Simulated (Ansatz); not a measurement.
Z-matrix (Å, degrees):
```
C
B 1 1.555
H 1 1.105 2 103.3
H 1 1.094 2 113.5 3 -113.0
H 1 1.090 2 117.5 3 117.1
In 2 2.248 1 126.0 3 -99.5
H 2 1.203 1 116.7 3 76.8
H 6 1.736 2 123.4 1 -94.7
H 6 1.736 2 123.8 1 86.2
```

The species carries charge 0 and has multiplicity 1. In takes the def2 core potential.

Task: List the ωB97M-V/def2-TZVPP orbital energies in eV (Ansatz). (Best estimate.)

Result: The calculation gave: Occupied: -281.01, -188.22, -130.76, -87.24, -86.91, -86.88, -23.69, -23.49, -23.49, -23.41, -23.34, -22.56, -16.01, -14.39, -13.85, -13.33, -11.89, -9.92, -8.97. Lowest empty: -0.16, 0.27, 1.70, 2.12, 2.52, 2.86, 2.96, 3.84.
